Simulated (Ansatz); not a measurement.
ClH₇N₂SSi₂, SMILES `N[SiH2]S[SiH](N)Cl`. The species carries charge 0 and has multiplicity 1. Geometry: relaxed with PBE0-D4/def2-TZVP. It is one conformer, not always the lowest.

```xyz
13

N    -1.384    1.569    0.650
Si   -1.317    0.706   -0.820
S     0.627    0.446   -1.749
Si    1.360   -1.096   -0.514
N     1.094   -0.690    1.131
Cl    0.410   -2.903   -0.760
H    -1.257    2.568    0.663
H    -1.004    1.132    1.475
H    -2.062    1.483   -1.838
H    -1.882   -0.642   -0.601
H     2.763   -1.322   -0.930
H     1.497    0.170    1.473
H     1.155   -1.423    1.821
```

Question: What is the dipole moment at PBE/def2-TZVPP? (An estimate is asked.)

Answer: The calculation gave: 3.51 D, with components (0.87, 1.63, 2.99) D in this frame, pointing from negative to positive charge.

Question: And with r2SCAN, B3LYP, ωB97M-V? (Best estimate.)

Answer: The calculation gave: r2SCAN 3.59 D, B3LYP 3.49 D, ωB97M-V 3.52 D.

Question: Give the Mulliken charges with PBE, r2SCAN, ωB97M-V in def2-TZVPP. (Estimate.)

Answer: Ansatz gave: 
```json
{"atom": "N1", "PBE": "-0.37", "r2SCAN": "-0.43", "ωB97M-V": "-0.36"}
{"atom": "Si2", "PBE": "0.36", "r2SCAN": "0.47", "ωB97M-V": "0.34"}
{"atom": "S3", "PBE": "-0.30", "r2SCAN": "-0.36", "ωB97M-V": "-0.30"}
{"atom": "Si4", "PBE": "0.47", "r2SCAN": "0.62", "ωB97M-V": "0.46"}
{"atom": "N5", "PBE": "-0.37", "r2SCAN": "-0.45", "ωB97M-V": "-0.37"}
{"atom": "Cl6", "PBE": "-0.23", "r2SCAN": "-0.26", "ωB97M-V": "-0.22"}
{"atom": "H7", "PBE": "0.15", "r2SCAN": "0.16", "ωB97M-V": "0.12"}
{"atom": "H8", "PBE": "0.14", "r2SCAN": "0.16", "ωB97M-V": "0.12"}
{"atom": "H9", "PBE": "-0.06", "r2SCAN": "-0.07", "ωB97M-V": "-0.02"}
{"atom": "H10", "PBE": "-0.04", "r2SCAN": "-0.05", "ωB97M-V": "-0.01"}
{"atom": "H11", "PBE": "-0.07", "r2SCAN": "-0.09", "ωB97M-V": "-0.03"}
{"atom": "H12", "PBE": "0.15", "r2SCAN": "0.16", "ωB97M-V": "0.13"}
{"atom": "H13", "PBE": "0.16", "r2SCAN": "0.16", "ωB97M-V": "0.13"}
```

B3LYP here is the variant with VWN-RPA as its local correlation; programs differ in this.
